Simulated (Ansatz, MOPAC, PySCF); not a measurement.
Dimer: ethylamine (SMILES CCN) (first 10 atoms) with NH3 (SMILES N); geometry from B3LYP-D3(BJ)/def2-TZVP, rigid monomers moved along the line of their centres of mass till N3···H14 is 3.05 Å.
(charge 0, multiplicity 1):
```csv
atom,x (Å),y (Å),z (Å)
C,1.3411,0.2681,0.3568
C,-0.1120,0.6768,0.1757
N,-1.0094,-0.3729,0.6788
H,2.0087,1.0483,-0.0130
H,1.5587,0.0941,1.4108
H,1.5605,-0.6468,-0.2013
H,-0.2981,0.9239,-0.8788
H,-0.3093,1.5816,0.7555
H,-1.9799,-0.1173,0.5373
H,-0.8553,-1.2390,0.1737
N,-0.0067,-0.2780,4.5730
H,0.2651,-1.1701,4.9708
H,-0.6962,0.1265,5.1965
H,-0.4647,-0.4663,3.6806
```

Monomers are frozen at their geometry in the pair; levels with a basis set take the counterpoise correction. Rows marked so take none.

Correlated levels freeze the cores. Rows in 6-31G* carry no dispersion term and start afresh at each structure (6-31G* with six Cartesian d functions). MP2/6-31G* freezes PySCF's default core. The state that AM1, PM3 reach isn't checked.

Programs: Ansatz (a first-principles code) with Gaussian orbitals; MOPAC for AM1, PM3 (differences of heats of formation); PySCF for 6-31G* rows, the dispersion terms. 

Other levels give for the interaction energy: PBE/def2-TZVPPD -1.96; B3LYP/def2-TZVPPD -1.48; B3LYP-D3(BJ)/def2-TZVPPD -2.18; wB97M-V/def2-TZVPPD -2.17; CCSD(T)/aug-cc-pVDZ -2.12 kcal/mol.

Problem. What do these common cheap choices give for the same quantity: AM1, PM3, HF/6-31G*, BP86/6-31G* (no counterpoise), B3LYP/6-31G*, B3LYP/6-31G* (no counterpoise), M06-2X/6-31G* (no counterpoise), MP2/6-31G* (no counterpoise)?

Solution. AM1 -0.57; PM3 -0.31; HF/6-31G* -1.56; BP86/6-31G* (no counterpoise) -2.39; B3LYP/6-31G* -1.64; B3LYP/6-31G* (no counterpoise) -2.71; M06-2X/6-31G* (no counterpoise) -2.90; MP2/6-31G* (no counterpoise) -3.07 kcal/mol. They span -3.07 to -0.31 kcal/mol.
